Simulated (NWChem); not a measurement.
A series in which one site is exchanged, each optimised at PBE0/def2-SVP with NWChem, gas phase unless a solvent is named. All stand in one matching conformer (torsions within 35°), which need not be the lowest. Some are not confirmed as minima by frequencies. def2 effective core potentials on Cd, Te, I; no spin-orbit coupling.

A: [Mg]([I])[OH] (MgHOI; site = Mg)
B: [OH][Cd][I] (CdHOI; site = Cd)
C: O[Te]I (HTeOI; site = Te)
D: [OH][Zn][I] (ZnHOI; site = Zn)

```tsv
quantity	A	B	C	D
orbital gap (eV), PBE0/def2-SVP	6.08	5.72	3.60	(withheld)
vertical ionisation energy, ΔSCF, CAM-B3LYP/def2-SVP (eV)	9.93	9.89	8.53	(withheld)
static polarisability, CAM-B3LYP/def2-SVPD (bohr³)	61.5	70.2	83.0	(withheld)
lowest singlet excitation, CAM-B3LYP/def2-SVPD, TDA (eV)	4.95	4.57	2.26	(withheld)
```

Problem. What belongs in the gaps?

Solution. 
- orbital gap (eV), PBE0/def2-SVP, D: 6.30
- vertical ionisation energy, ΔSCF, CAM-B3LYP/def2-SVP (eV), D: 10.01
- static polarisability, CAM-B3LYP/def2-SVPD (bohr³), D: 62.2
- lowest singlet excitation, CAM-B3LYP/def2-SVPD, TDA (eV), D: 5.05
